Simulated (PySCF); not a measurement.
Working out the ionisation energy of Ne+

Ne+ [He] 2s2 2p5 (2P) → Ne(2+) [He] 2s2 2p4 (3P). All numbers are calculated (PySCF 2.14, no relativity, point nucleus, in aug-cc-pVQZ with one added diffuse shell each of s, p, d, f, g type (7s6p5d4f3g, 105 functions)). Frozen: 1s2. Energies in hartree (1 hartree = 27.21139 eV):

```
             part  Ne+ (lower)  Ne(2+) (upper)
              UHF  -127.821263     -126.378185
MP2 opposite-spin    -0.170269       -0.123843
    MP2 same-spin    -0.050962       -0.037792
```

Q: What does Hartree-Fock give?

A: (-126.378185) − (-127.821263) = 1.443078 hartree = 39.268 eV.

Q: What do MP2 and SCS-MP2 (6/5 opposite-spin, 1/3 same-spin) give?

A: The opposite-spin parts differ by 1.263 eV and the same-spin parts by 0.358 eV. MP2: 39.268 + (1.263) + (0.358) = 40.889 eV. SCS-MP2: 39.268 + 1.2 × (1.263) + (0.358)/3 = 40.903 eV.

A first-order spin-orbit estimate adds -0.005 eV to MP2 (valence), giving 40.884 eV against 40.963 eV (measured; NIST Atomic Spectra Database, ionization energies).

What remains against the reference includes basis incompleteness, the frozen core and correlation beyond second order.
